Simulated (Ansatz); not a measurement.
System: phosphanylboronic acid, H$_{4}$BPO$_{2}$, charge 0, multiplicity 1. SMILES: OB(O)P
Structure (B3LYP-D3(BJ)/def2-TZVP (Ansatz, a quantum-chemistry and plane-wave program) minimum search):
```
B
O 1 1.3600
H 2 0.9657 1 112.68
O 1 1.3691 2 118.34 3 -0.10
H 4 0.9606 1 115.17 2 179.05
P 1 1.9451 2 117.74 3 -175.22
H 6 1.4144 1 96.29 2 -47.31
H 6 1.4187 7 95.01 1 97.25
```
Charge 0, spin multiplicity 1.

Wanted: atomisation energy, in kcal/mol. Conventions: 6-31G* and kin with 6d, 5d where marked; spin-orbit terms left out; dispersion terms only where a functional's name holds one; valence correlation only; UHF or UKS for open shells; non-relativistic; atomisation electronic, to ground-state atoms. CBS(X,Y): correlation extrapolated as X^-3; Hartree-Fock from the larger set. First-principles rows: single points at B3LYP-D3(BJ) geometries (Ansatz).

```csv
species,coefficient,"E at B3LYP/6-31G* (Ansatz), Eh","E at PBE/def2-TZVPD (Ansatz), Eh"
OB(O)P,-1,-519.14946,-518.89077
B atom,+1,-24.65435,-24.61015
H atom,+4,-0.50027,-0.49962
O atom,+2,-75.06062,-75.01069
P atom,+1,-341.25809,-341.10318
```

Coupled cluster (Ansatz) is a level with limits of its own, used here on species with T1 under 0.025 (0.045 for open shells) and stable references: CCSD(T)/CBS(aug-cc-pV(T+d)Z,aug-cc-pV(Q+d)Z). Value to compare with, CCSD(T)/CBS(aug-cc-pV(T+d)Z,aug-cc-pV(Q+d)Z) (Ansatz): 715.5 kcal/mol. 1 Eh = 627.5095 kcal/mol.

Problem. Compute it at each level from the table, and compare with CCSD(T)/CBS(aug-cc-pV(T+d)Z,aug-cc-pV(Q+d)Z) (Ansatz).

Solution. 
- B3LYP/6-31G*: the sum of coefficient times E is 1.11470 Eh, or 699.48 kcal/mol. Result: 699.5 kcal/mol. Its difference against CCSD(T)/CBS(aug-cc-pV(T+d)Z,aug-cc-pV(Q+d)Z) (Ansatz) is -16.0 kcal/mol.
- PBE/def2-TZVPD: the sum of coefficient times E is 1.15758 Eh, or 726.39 kcal/mol. Result: 726.4 kcal/mol. Its difference against CCSD(T)/CBS(aug-cc-pV(T+d)Z,aug-cc-pV(Q+d)Z) (Ansatz) is 10.9 kcal/mol.
